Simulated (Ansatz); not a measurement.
Input (CCSDT(Q)/def2-SVP; Ansatz, a quantum-chemistry and plane-wave program):

Ansatz 0.2 input:
```yaml
crystal:
  periodic: [false, false, false]
  atoms:
    - {symbol: Ba, position_ang: [0.31812200, -0.15983617, 0.28994222]}
    - {symbol: Cl, position_ang: [1.21993507, 0.69217242, -2.15449770]}
    - {symbol: Cl, position_ang: [-2.26786636, -0.16565327, 1.19939393]}
basis:
  gaussian:
    orbitals: def2-SVP
magnetization: {spin_polarized: false}
correlation: {method: ccsdt_q, electrons: outside_noble_gas}
```

Output:

```
Functional definition: HF
integrals: 0.05 GiB planned
937 factors; integrals over basis functions are off by at most 1.1e-7 eV
mean field: 0.23 GiB planned
mean field evaluation 1: about -25685.3086 eV, gradient 2.2e1 eV
mean field evaluation 2: about -25685.5945 eV, gradient 2.2e1 eV
mean field evaluation 4: about -25687.4594 eV, gradient 9.5e-1 eV
mean field evaluation 8: about -25687.4891 eV, gradient 2.1e-1 eV
mean field evaluation 16: about -25686.7831 eV, gradient 8.9e0 eV
mean field -25687.48961170 eV, -943.9978316240 hartree, gradient 2.6e-6 eV, S^2 0.000000; 0 other end points of the search recorded, 0 dependent functions left out
14 core orbitals not correlated, not the lowest: weight in the atoms' cores, before any rotation towards them, 0.702 or more for the frozen orbitals, at most 0.286 for the correlated occupied ones
reference -25687.48961170 eV, -943.9978316240 hartree; 8, 8 occupied and 44, 44 virtual orbitals, 937 factors
second order -7.59649372 eV of doubles, -0.00000000 eV of singles
coupled cluster: 0.76 GiB planned
cycle   1  -8.06839048 eV  change   -4.7e-1 eV  update   6.3e-2
cycle   2  -8.26056205 eV  change   -1.9e-1 eV  update   3.0e-2
cycle   3  -8.35774772 eV  change   -9.7e-2 eV  update   1.7e-2
cycle   4  -8.35462801 eV  change    3.1e-3 eV  update   4.4e-3
cycle   5  -8.35271460 eV  change    1.9e-3 eV  update   2.4e-3
cycle   6  -8.35213459 eV  change    5.8e-4 eV  update   8.5e-4
cycle   7  -8.35200690 eV  change    1.3e-4 eV  update   2.5e-4
cycle   8  -8.35204423 eV  change   -3.7e-5 eV  update   1.3e-4
cycle   9  -8.35211554 eV  change   -7.1e-5 eV  update   3.3e-5
cycle  10  -8.35213099 eV  change   -1.5e-5 eV  update   1.6e-5
cycle  11  -8.35211865 eV  change    1.2e-5 eV  update   5.5e-6
cycle  12  -8.35211213 eV  change    6.5e-6 eV  update   2.4e-6
cycle  13  -8.35211269 eV  change   -5.6e-7 eV  update   1.3e-6
perturbative correction -0.01332756 eV, -0.0004897788 hartree
Total energy: -25695.85505195 eV, -944.3052558829 hartree
```
